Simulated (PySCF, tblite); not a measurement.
Calculations on `[C](C)(C)B(Cl)Cl` [radical], in the order of a workflow; each names the level of the geometry that it ran on. Settings lines and outputs come from a driver script.

Species: C3H6BCl2 (doublet state).
SMILES with atom numbers: `[CH3:1][C:2]([CH3:3])[B:4]([Cl:5])[Cl:6]` (hydrogens: H7, H8, H9 on C1; H10, H11, H12 on C3)

Step 1: GFN2-xTB geometry optimisation, gas phase (tblite 0.8.0) (from a force-field or distance-geometry start)
```json
{"job": {"kind": "relax", "xc": "GFN2-xTB", "basis": "xTB"}, "charge": 0, "multiplicity": 2}
```
```
step      E/eV     max force
  0    -538.31839    2.324
  1    -538.53317    1.853
  2    -538.76623    0.781
...
 90    -539.66341    0.039
 91    -539.66399    0.025
 92    -539.66400    0.103
 93    -539.66425    0.025
 94    -539.66431    0.008
```

Energy lowered by 31.0 kcal/mol over 94 steps; largest atomic force 0.008 eV/Å at the end. «max force» is the largest atomic force in eV/Å.

Step 2: GFN2-xTB harmonic vibrations, gas phase (tblite 0.8.0) (on the GFN2-xTB geometry)
```json
{"job": {"kind": "ir", "xc": "GFN2-xTB", "basis": "xTB"}, "charge": 0, "multiplicity": 2}
```
```
(table of modes left out)
```

30 modes from 40 to 3062 cm⁻¹ (unscaled, harmonic); zero-point energy 53.3 kcal/mol; all wavenumbers are real at this level.

Step 3: UKS B3LYP, pcH-1 on B C Cl H, non-relativistic, mean-field spin-orbit, GIAO (PySCF 2.14.0) (on the GFN2-xTB geometry)
```json
{"job": {"kind": "epr", "basis": "pcH-1"}, "charge": 0, "multiplicity": 2}
```
```
...
E = -1063.26106927 Eh   <S^2> = 0.7526 (exact 0.7500)
g shifts (ppm)      1          2          3
  rmc          -144       -144       -144
  gc             -7         23         29
  oz_so        -159       4418       5410
  total        -310       4297       5294
hyperfine (MHz)  atom isotope    a_iso     a_fc   dipolar eigenvalues
    0   13C     -24.66     -24.65     -2.22      0.94      1.28
    1   13C      50.51      50.80    -59.85    -59.65    119.50
    2   13C     -24.27     -24.27     -2.30      0.94      1.36
    3   11B     -17.94     -18.14    -13.27     -5.94     19.21
    4  35Cl       2.62       2.32    -10.24     -9.25     19.49
    5  35Cl       2.73       2.43    -10.51     -9.50     20.00
    6    1H      87.83      87.83     -4.27     -3.13      7.40
    7    1H      88.67      88.67     -4.36     -2.89      7.25
    8    1H       1.33       1.33     -3.64     -3.49      7.14
    9    1H      12.39      12.39     -3.93     -3.29      7.22
   10    1H     111.75     111.75     -4.55     -2.97      7.52
   11    1H      50.83      50.83     -3.98     -2.95      6.93
```

⟨S²⟩ 0.753; g_iso 2.0054. rmc, gc and oz_so are the mass-correction, gauge-correction and orbital-Zeeman/spin–orbit parts of the g shift along its three principal axes; a_iso is the isotropic hyperfine coupling and a_fc its Fermi-contact part. The log counts atoms from 0, this text from 1.

Problem. Which step took the most CPU time, and about what did each take on one thread, Arm Neoverse V1 (aarch64), no GPU (shared host)?

Solution. Step 3, about 98 % of the total. CPU time by step: 1: 0.55 s, 2: 0.33 s, 3: 48 s.

Geometry of the electronic-property runs (GFN2-xTB):
```
atom  x, y, z in Å
C1    -0.4732   -1.2888   -0.4144
C2    -0.0721    0.0627    0.0594
C3     1.3627    0.4038   -0.1400
B4    -1.0508    1.0333    0.6668
Cl5   -0.5435    2.6131    1.2118
Cl6   -2.7395    0.6302    0.8543
H7     0.0905   -2.0587    0.1165
H8    -0.2349   -1.4038   -1.4737
H9    -1.5345   -1.4657   -0.2689
H10    1.6574    1.2552    0.4674
H11    1.5359    0.6670   -1.1873
H12    2.0033   -0.4491    0.0821
```

 (This holds for the electronic-property runs.)

One conformer stands for the species.
